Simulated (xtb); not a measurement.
C3H4F2Si, SMILES C#C[Si](C)(F)F. All values are semi-empirical tight-binding results from xtb (GFN2-xTB unless named), good for trends rather than for accurate numbers. Coordinates come from a GFN2-xTB optimisation.

Task: Estimate the properties. (The exact figures need the calculation; the answer reports its results.)

Result: 
The point group as xtb finds it is Cs. The orbital gap comes out as 5.62 eV and the dipole moment is 2.90 D. The zero-point energy comes out as 38.2 kcal/mol and the G − E(el) at 298.15 K (modified RRHO) comes out as 17.6 kcal/mol. The static polarisability (D4 model) is 68.4 bohr³. The solvation energy, GFN2-xTB/ALPB(water) is -1.6 kcal/mol and the solvation energy, GFN2-xTB/ALPB(chcl3) is -4.1 kcal/mol.
